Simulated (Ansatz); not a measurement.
A search over several starts for the lowest SCF solution of the cluster PtSe2 at the given spin, in a small basis.

```yaml
crystal:
  periodic: [false, false, false]
  atoms:
    - {symbol: Pt, position_ang: [0.399533, 0.216619, 0.005646]}
    - {symbol: Se, position_ang: [0.824755, -1.999136, -0.081920]}
    - {symbol: Se, position_ang: [-1.224298, 1.782506, 0.076265]}
basis:
  gaussian: {orbitals: def2-SVP, initial_orbitals: start.molden}
magnetization: {spin_polarized: true, initial_magnetization: 2}
hamiltonian: {xc: pbe0, dispersion: d4}
output: {orbitals: {seedname: orbitals}}
```

The file start.molden holds the orbitals of an earlier run on this structure, at another level or in another basis.

```sh
$ ansatz run in.yaml --threads 4 --pin off --events-out ev --progress --plain --max-ram 3916MiB
```

It prints (some lines left out):

```
Functional definition: PBE0
940 factors; integrals over basis functions are off by at most 4.5e-4 eV
mean field evaluation 1: about -133914.8061 eV, gradient 5.9e0 eV
mean field evaluation 2: about -133914.8993 eV, gradient 9.9e-2 eV
mean field evaluation 4: about -133914.9521 eV, gradient 5.2e-4 eV
mean field evaluation 8: about -133914.9580 eV, gradient 2.6e-1 eV
mean field evaluation 16: about -133915.0229 eV, gradient 3.0e-1 eV
mean field evaluation 32: about -133891.0735 eV, gradient 7.0e1 eV
mean field evaluation 64: about -133914.9492 eV, gradient 2.9e-1 eV
mean field evaluation 96: about -133914.9521 eV, gradient 4.5e-3 eV
mean field evaluation 128: about -133915.0196 eV, gradient 2.6e-1 eV
mean field evaluation 160: about -133914.8986 eV, gradient 2.5e0 eV
mean field -133915.02726895 eV, -4921.2864812684 hartree, gradient 6.4e-6 eV, S^2 2.284804; 17 other end points of the search recorded, 0 dependent functions left out
reference -133915.02729363 eV, -4921.2864821754 hartree; 44, 42 occupied and 52, 54 virtual orbitals, 940 factors
Total energy: -133915.12630508 eV, -4921.2901207790 hartree
```

Run time 28 s (4 threads of Arm Neoverse V2 on a shared host).

Other converged states that the search met: 0.01 eV higher (⟨S²⟩ = 2.24), 0.08 eV higher (⟨S²⟩ = 2.62), 0.10 eV higher (⟨S²⟩ = 2.17).

In the def2 sets Pt takes a core potential; there is no spin–orbit coupling. The charge 0 triplet is spin-contaminated (final ⟨S²⟩ up to 2.28, 2.00 for a pure state). The geometry of the triplet was relaxed on an unsound state (⟨S²⟩ 2.63, where a pure state has 2.00). At PBE0-D4/def2-TZVP a broken-symmetry singlet of charge 0 lies 0.45 eV below the triplet, each at its own geometry. The structure comes from a short search, and lower isomers may exist.
